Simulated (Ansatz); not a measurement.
Diatomic LiS, multiplicity 2 (lowest of 2S+1 = 2, 4 at CCSD(T)/def2-TZVPP on PBE0 minima; our sources give no spin for the ground state, which may be another).

Constants: fifth-degree fit in 1/R to seven points, most abundant isotopes. In def2 and cc sets the state is the lowest found near the PBE0 minimum, followed along R.

Correlated levels freeze the cores.

Run with Ansatz (a program for electronic structure) with Gaussian orbitals. Each number belongs to the level named beside it.

Energies at CCSD(T)/aug-cc-pV(T+d)Z:

```tsv
R (Å)	E (hartree)
1.994906	-405.19837935
2.048533	-405.20118794
2.097869	-405.20275807
2.153641	-405.20356300
2.209412	-405.20351758
2.273764	-405.20261180
2.348841	-405.20064704
```

**Question.** With a reduced mass of 5.7535 u, find the minimum, the force constant and the constants.

**Answer.** A fifth-degree polynomial in 1/R puts the minimum at r_e = 2.1778 Å with force constant 109 N/m. Then ω_e = (1/2πc)√(k/μ) = 567 cm⁻¹ and B_e = h/(8π²cμr_e²) = 0.6178 cm⁻¹; the cubic and quartic terms give α_e = 0.0066 and ω_e x_e = 3.7 cm⁻¹.
